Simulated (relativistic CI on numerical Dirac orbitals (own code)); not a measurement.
# Ir⁴⁰⁺: sensitivity of the levels to the model

Base calculation: Dirac-Coulomb-Breit CI, separate exchange-only KLI orbitals for each configuration, a model potential for QED, unscaled Slater integrals.

Configurations in the expansion (outside the closed core [Ar] 3d10): 4s²4p⁶4d, 4s²4p⁶4f, 4s²4p⁵4d², 4s4p⁶4d², 4s²4p⁵4d4f, 4s4p⁶4d4f, 4s²4p⁶5s, 4s²4p⁶5p, 4p⁶4d³, 4p⁵4d⁴, 4p⁵4d³4f, 4s4p⁶4f², 4s4p⁵4f³, 4p⁶4f³. Double excitations out of closed p, d and f shells are left out; levels of such configurations are missing from the list, as are those of other unlisted configurations, and high levels can miss mixing partners.

The lowest level and the first level of each name with at least 55 % of one term (blank where a level has no safe partner in the second run):

```csv
Level,Base (eV),Shift (eV)
4s²4p⁶4d ²D3/2,0.000,0.000
4s²4p⁶4d ²D5/2,23.727,+0.002
4s²4p⁵4d² ⁴D°1/2,163.739,-0.009
4s²4p⁵4d² ⁴G°9/2,187.393,-0.010
4s²4p⁵4d² ²H°11/2,191.958,-0.010
4s²4p⁵4d² ²G°9/2,200.689,-0.011
4s²4p⁵4d² ⁴G°11/2,211.462,-0.011
4s²4p⁵4d² ²P°1/2,218.589,-0.012
4s²4p⁵4d² ²P°3/2,231.515,-0.013
4s²4p⁶4f ²F°7/2,244.160,-0.092
4s²4p⁵4d4f ⁴G5/2,379.903,-0.139
4s²4p⁵4d4f ⁴G7/2,386.518,-0.141
4s²4p⁵4d4f ⁴D1/2,391.179,-0.136
```

At this charge energies of transitions that change n are usually good to better than 1 %, and those within a shell (Δn = 0) to a few per cent.

(1) One thing was changed in a second run, which moved the levels as shown. Which?
A. configuration mixing switched off
B. QED terms removed
C. one mean potential for all configurations
D. Breit term removed

## Answers

(1) C. One mean potential for all configurations. One potential for all configurations removes the relaxation of the orbitals, which moves whole configurations and changes the integrals a little.

LS names give the leading component of a level, which can be under half, so a name can repeat, a term be missing and a line seem to break the LS rules.
